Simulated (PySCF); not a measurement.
# Energy profile

The step: AlH + CH₄ → CH₃Al ([CH3][Al]) + H₂; bonds formed: Al1–C4, H2–H3; bonds broken: Al1–H3, H2–C4 (atoms numbered as in the saddle structure below).

```xyz
7
angstrom
Al -1.3515 -1.0754 0.0880
H -0.2597 -0.0590 -0.8647
H -0.9068 -0.4556 -1.5607
C 0.4141 0.2565 0.4233
H 1.0664 -0.4607 0.9309
H -0.0204 0.9092 1.1864
H 1.0578 0.8849 -0.2031
```

Electronic energies by CCSD(T) at an estimated basis limit (MP2 extrapolated from triple and quadruple zeta, plus CCSD(T) − MP2 in triple zeta), on PBE0-D4/def2-TZVP structures; CH$_{5}$Al, closed shell; no counterpoise correction. PySCF 2.14 with density fitting (its default auxiliary sets; JK sets also for MP2 and CCSD(T)); basis: def2-TZVPP and def2-QZVPP; cores frozen in the correlated methods. Extrapolation: Hartree–Fock as exp(−7.88 √X), correlation as X^−2.97.

(1) Give the profile in eV, counted from the separated reactants. (An estimate is asked for; the value comes from the calculation.)

The T1 diagnostic stays at or below 0.013. The restricted Hartree–Fock reference is unstable towards an unrestricted one at one or more of these structures.

## Answers

(1) By the calculation:
| point | eV |
| --- | --- |
| separated: AlH (Al1, H3; singlet) + CH$_{4}$ (H2, C4, H5, H6, H7; singlet) | 0.000 |
| start structure | -0.050 |
| saddle | 1.264 |
| end structure | 0.147 |
| separated: CH$_{3}$Al (linked as [CH3][Al]; Al1, C4, H5, H6, H7; singlet) + H$_{2}$ (H2, H3; singlet) | 0.160 |

For scale, one of the runs: CCSD(T)/def2-TZVPP, 143 basis functions, launched by `OMP_NUM_THREADS=4 python run.py`. Time: 43 s of wall clock on 4 CPU threads of a Oxide Virtual Turin-like; the host was shared. Peak host memory: 0.61 GiB.
